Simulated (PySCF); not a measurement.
SiHF, SMILES F[SiH] (connectivity only; charge and spin as stated), neutral, multiplicity 1.

Coordinates come from a r2SCAN-D4/def2-TZVPD optimisation. The isomer is the one that the SMILES or the coordinates give; other isomers of the formula were not compared.

Two levels are set side by side: PBE/def2-TZVPD (PySCF) and ωB97X/def2-TZVPD (PySCF). Same geometry, gas phase. Differences are taken from unrounded values.

```tsv
quantity	ωB97X
orbital gap (eV)	8.78
highest occupied level (eV)	-9.32
lowest empty level (eV)	-0.54
dipole moment (D)	0.99
mean polarisability (bohr³)	32.7
```

Task: What does PBE give, and how far is it from ωB97X? (The exact figures need the calculation; the answer reports its results.)

Result: 
```csv
quantity,PBE,PBE minus ωB97X
orbital gap (eV),2.31,-6.48
highest occupied level (eV),-5.89,3.43
lowest empty level (eV),-3.59,-3.05
dipole moment (D),0.87,-0.12
mean polarisability (bohr³),33.7,1.0
```

Without exact exchange PBE keeps part of each electron's self-repulsion, which lifts occupied levels and narrows the gap. Loosely held outer electrons make PBE densities more polarisable. Differences between two approximate levels are no errors against the true value.

Rough cost on one machine, each run with all the roots and properties that it gave: ωB97X against PBE within a factor of 2.
